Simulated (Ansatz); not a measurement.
`CC(C)[NH][AlH][F]` and `CC(C)[NH][Ga]([Cl])[Cl]` differ in one atom or group.

Ansatz, PBE0-D4/def2-TZVP geometries, multiplicity 1. Each molecule was computed in one conformer, which needn't be the lowest.

Scalar relativity is left out up to krypton.

```json
{"property": "LUMO energy (PBE/def2-TZVPP) / eV", "`CC(C)[NH][AlH][F]`": "-0.97"}
{"property": "size of the dipole moment (ωB97M-V/def2-TZVPP) / D", "`CC(C)[NH][AlH][F]`": "2.15"}
{"property": "LUMO energy (ωB97M-V/def2-TZVPP) / eV", "`CC(C)[NH][AlH][F]`": "1.32"}
{"property": "size of the dipole moment (B3LYP/def2-TZVPP) / D", "`CC(C)[NH][AlH][F]`": "2.22"}
{"property": "LUMO energy (PBE0/def2-TZVPP) / eV", "`CC(C)[NH][AlH][F]`": "-0.21"}
{"property": "HOMO energy (PBE/def2-TZVPP) / eV", "`CC(C)[NH][AlH][F]`": "-5.75"}
```

(1) What does the change do to each property? (An estimate is asked.)

## Answers

(1) Computed: 
| property | `CC(C)[NH][Ga]([Cl])[Cl]` | shift |
| --- | --- | --- |
| LUMO energy (PBE/def2-TZVPP) / eV | -1.87 | -0.90 |
| size of the dipole moment (ωB97M-V/def2-TZVPP) / D | 2.74 | 0.59 |
| LUMO energy (ωB97M-V/def2-TZVPP) / eV | 0.95 | -0.37 |
| size of the dipole moment (B3LYP/def2-TZVPP) / D | 2.83 | 0.61 |
| LUMO energy (PBE0/def2-TZVPP) / eV | -0.92 | -0.71 |
| HOMO energy (PBE/def2-TZVPP) / eV | -5.99 | -0.24 |

With PBE0 the HOMO falls by 0.25 eV and the LUMO falls by 0.71 eV, so the gap narrows by about 0.46 eV. PBE moves the HOMO by -0.24 eV and ωB97M-V by -0.22 eV. Dipoles are sizes alone; their direction can turn.

B3LYP here is the variant with VWN-RPA as its local correlation; programs differ in this.
